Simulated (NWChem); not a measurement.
## Electron attachment to AsO

```
As
O 1 1.6206
```
Charge 0, spin multiplicity 2.

All runs are NWChem calculations. Structure: optimised with UPBE0/def2-SVP, a minimum by its harmonic frequencies.

Basis set: def2-TZVPD. The species with one electron more has spin multiplicity 3 and keeps the geometry of the parent. Δ marks differences of total energies (open shells unrestricted). −ε marks an orbital energy of the parent. That orbital need not have the symmetry of the hole or added electron in the Δ rows. The basis adds only a small set of diffuse functions.

The Hamiltonian is non-relativistic. The correlated methods keep 10 core orbitals frozen. B3LYP has NWChem's definition, with VWN1-RPA local correlation. The structure started from a generated list of species. The unpaired electrons of the parent sit in orbitals of symmetry b2 (C2v labels of the run); other states weren't searched. No SCF solution was tested for a lower state.

Q: Order these methods by the vertical electron affinity they give, lowest first: G0W0@PBE, ΔB2PLYP, −ε(alpha LUMO) of B3LYP, −ε(alpha LUMO) of M06-2X.

A: ΔB2PLYP (1.06 eV), G0W0@PBE (1.17 eV), −ε(alpha LUMO) of M06-2X (2.53 eV), −ε(alpha LUMO) of B3LYP (3.83 eV)
